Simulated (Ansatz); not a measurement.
Consider the isomerisation: `O/C=N/[CH2][AlH2]` → `[CH3][Al]([NH2])[CH]=O`.

Calculated with Ansatz (gas phase, PBE0-D4/def2-TZVP geometries, no zero-point term in ΔE). CBS: MP2 limit from def2 TZ/QZ plus the TZ coupled-cluster correction, frozen cores. Functionals use def2-TZVPP. One conformer a species, not always the lowest.

`O/C=N/[CH2][AlH2]`:

```xyz
11

O     1.335    1.515   -1.969
C     0.402    0.743   -1.392
N     0.673   -0.107   -0.509
C    -0.387   -0.870    0.098
Al   -0.634   -0.388    1.997
H     2.180    1.276   -1.564
H    -0.593    0.956   -1.794
H    -0.123   -1.935    0.070
H    -1.349   -0.789   -0.440
H    -1.422   -1.391    2.947
H    -0.081    0.990    2.557
```

`[CH3][Al]([NH2])[CH]=O`:

Z-matrix (Å, degrees):
```
C
Al 1 1.942
H 1 1.094 2 110.8
H 1 1.093 2 112.6 3 120.9
H 1 1.094 2 110.8 3 -117.9
N 2 1.769 1 123.2 3 -117.5
C 2 2.022 1 120.8 3 62.5
H 6 1.008 2 125.3 1 -0.1
H 6 1.008 2 124.9 1 179.9
O 7 1.213 2 118.9 1 0.8
H 7 1.123 2 123.9 1 -179.3
```

| level | ΔE (kJ/mol) |
| --- | --- |
| r2SCAN-D4 | -166.6 |
| HF/def2-QZVPP | -168.6 |
| MP2/def2-QZVPP | -177.0 |
| MP2/CBS(def2) | -178.4 |

(1) What does CCSD(T)/CBS give? (Best estimate.)

Largest T1 diagnostic among the species: 0.014.

Results:

(1) The calculation gave: -175.8 kJ/mol. The listed levels differ from it by 9.2, 7.2, -1.2, -2.6 kJ/mol.

In def2-TZVPP, CCSD(T) changes the Hartree–Fock value by −4.3 kJ/mol (the triples alone add +1.6 kJ/mol) and MP2 by −6.8 kJ/mol.
